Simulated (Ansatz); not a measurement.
Pulling on the N3–H4 bond in GeH3N (SMILES [NH2][GeH]) (multiplicity 1 held, fragments rigid). Energies count from the point at 1.008 Å.
Geometry at that point (charge 0, multiplicity 1):
```tsv
atom	x (Å)	y (Å)	z (Å)
Ge	-0.1424	0.2401	0.3120
H	-0.5005	1.3459	-0.7974
N	0.5161	-0.9212	-0.9385
H	0.5585	-0.7543	-1.9320
H	0.8851	-1.8250	-0.6851
```

R- and RO- levels are restricted; in cc, def2 and unpolarised 6-31G sets they are followed outwards from rest. Unrestricted levels (U-) break spin symmetry where that is lower. Active spaces are followed from a long bond inwards. Curves can end on different states.

Cores are frozen in the correlated methods. Filled d and f shells under p-block atoms count as core.

Codes used: Ansatz (a first-principles code) with Gaussian orbitals. 

Energies in kcal/mol.

```
R (Å)  U-PBE/cc-pVTZ  R-MP2/cc-pVTZ  R-SCS-MP2/cc-pVTZ  FIC-MRCISD+Q on CASSCF(2,2)/cc-pVTZ
-----  -------------  -------------  -----------------  -----------------------------------
0.807           35.3           33.9               33.8                                 33.6
0.907            7.4            6.6                6.6                                  6.5
1.008            0.0            0.0                0.0                                  0.0
1.109            3.5            4.5                4.5                                  4.5
1.210           12.6           14.7               14.7                                 14.6
1.361           30.3           34.4               34.3                                 33.8
1.512           48.4           54.8               54.5                                 53.2
1.765           74.2           84.8               84.2                                 80.0
2.017           92.1          107.7              106.5                                 97.8
2.319          101.4          125.9              124.0                                109.1
2.722          105.2          138.1              134.8                                115.0
3.227          106.4          140.6              135.2                                116.9
```

Doubts at one or more of the structures used: a spin-contaminated determinant (U-PBE/cc-pVTZ); a restricted determinant that unrestricted orbitals would lower (R-MP2/cc-pVTZ, R-SCS-MP2/cc-pVTZ).
